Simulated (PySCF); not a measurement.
Delta-SCF ions had no search for a lower state. 

Cartesian coordinates (Å):
SMILES: [NH2][Ga]([NH2])[Br]
```xyz
8

N     -1.5624    -0.4967    -0.0681
Ga    -0.0343     0.4546    -0.0362
N      1.6181    -0.2413     0.1270
Br    -0.2058     2.7281    -0.2174
H     -2.4649    -0.0575    -0.1055
H     -1.6155    -1.4900     0.0715
H      2.4445     0.3278     0.0839
H      1.8202    -1.2250     0.1448
```
Charge 0, multiplicity 1.

Question: What HOMO, HOMO–LUMO gap, dipole moment, LUMO and vertical ionisation energy (Delta-SCF) does CAM-B3LYP-D3(BJ)/def2-TZVP in PySCF give?

Answer: 
```
Item                                       Value
--------------------------------------  --------
HOMO                                    -8.67 eV
HOMO–LUMO gap                            9.23 eV
dipole moment                             2.80 D
LUMO                                     0.55 eV
vertical ionisation energy (Delta-SCF)   9.52 eV
```
